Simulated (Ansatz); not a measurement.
Cost and result for the atomization energy of C$_{2}$H$_{4}$FGaO (9 atoms, 7 bonds).

Z-matrix (Å, degrees):
```
C
C 1 1.338
O 1 1.346 2 122.2
H 1 1.084 2 118.5 3 -176.6
F 2 1.333 1 122.0 3 0.2
H 2 1.082 1 123.1 3 172.4
H 3 0.964 1 108.1 2 148.9
H 7 2.365 3 106.3 1 -43.0
Ga 8 1.706 7 111.8 3 -18.2
```

Total charge 0; spin multiplicity 1. Correlated methods include outer-core shells of Ga, which these sets cover unevenly. Scalar relativity is left out up to krypton. The bonds changed during the relaxation, so this is another structure than the one it started from. The geometry is a stationary point of PBE0-D4/def2-TZVP. It is one conformer, not always the lowest. Program: Ansatz. All runs use 4 threads of an Intel Xeon 6975P-C on a shared host. Times are those of one run each, without the atoms' runs, and a repeat can differ threefold. Electronic energies, without spin–orbit coupling; frozen cores. CCSD(T)/CBS adds CCSD(T) − MP2 in def2-TZVPP to the MP2 limit, and its time is that of the two runs behind it. T1 = 0.014. With those shells the extrapolation isn't a true limit. B3LYP takes the VWN-RPA correlation (the form of Gaussian; ORCA's B3LYP/G).

CCSD(T)/CBS is a level of theory with its own doubt, some kJ/mol a heavy atom from the limit and from the frozen cores, so smaller differences don't rank the functionals.

```
                             level  functions  wall time
            LDA (SPW92)/def2-TZVPP        228      0.8 s
              revPBE-D4/def2-TZVPP        228      1.1 s
                BLYP-D4/def2-TZVPP        228      1.1 s
               BHLYP-D4/def2-TZVPP        228      1.6 s
           CAM-B3LYP-D4/def2-TZVPP        228      1.9 s
r2SCAN-D4/def2-TZVPP (with forces)        228      2.3 s
 B3LYP-D4/def2-TZVPP (with forces)        228      2.4 s
                ωB97X-V/def2-TZVPP        228      3.6 s
                 B97M-V/def2-TZVPP        228      3.9 s
                  CCSD(T)/def2-SVP        108      3.9 s
                    MP2/def2-QZVPP        437       14 s
                CCSD(T)/def2-TZVPP        228       42 s
                 CCSD(T)/CBS(def2)          –       56 s
```

Question: What atomization energy does each give, and how far from CCSD(T)/CBS? (Best estimate.)

Answer: The calculation gave: 
| level | atomization (kcal/mol) | difference from CCSD(T)/CBS | per bond |
| --- | --- | --- | --- |
| LDA (SPW92)/def2-TZVPP | 886.0 | 138.5 | 19.8 |
| revPBE-D4/def2-TZVPP | 752.2 | 4.7 | 0.7 |
| BLYP-D4/def2-TZVPP | 754.9 | 7.4 | 1.1 |
| BHLYP-D4/def2-TZVPP | 713.1 | -34.4 | -4.9 |
| CAM-B3LYP-D4/def2-TZVPP | 750.5 | 3.0 | 0.4 |
| r2SCAN-D4/def2-TZVPP (with forces) | 750.7 | 3.2 | 0.5 |
| B3LYP-D4/def2-TZVPP (with forces) | 747.9 | 0.4 | 0.1 |
| ωB97X-V/def2-TZVPP | 746.5 | -1.0 | -0.1 |
| B97M-V/def2-TZVPP | 749.6 | 2.1 | 0.3 |
| CCSD(T)/def2-SVP | 705.0 | -42.5 | -6.1 |
| MP2/def2-QZVPP | 756.3 | 8.8 | 1.3 |
| CCSD(T)/def2-TZVPP | 726.5 | -21.0 | -3.0 |
| CCSD(T)/CBS(def2) | 747.5 | 0.0 | 0.0 |

Leaving LDA and LC-ωPBE aside and taking each functional with its dispersion term where it has one, the values, not all of them listed here, spread over 62.1 kcal/mol, from BHLYP-D4 to PBE-D4. LDA lies +115.6 kcal/mol from PBE without D4, its usual overbinding. The D4 term adds +7.9 kcal/mol with B3LYP and +4.1 kcal/mol with PBE0; it sums over pairs of atoms, weighted by their polarisabilities, and B3LYP, whose exchange is more repulsive, gets the larger term. From r2SCAN to r2SCAN0 (25 % exact exchange), in def2-TZVPP and without D4, the atomization energy moves by −20.1 kcal/mol: exact exchange takes away binding that semilocal exchange gives to molecules.
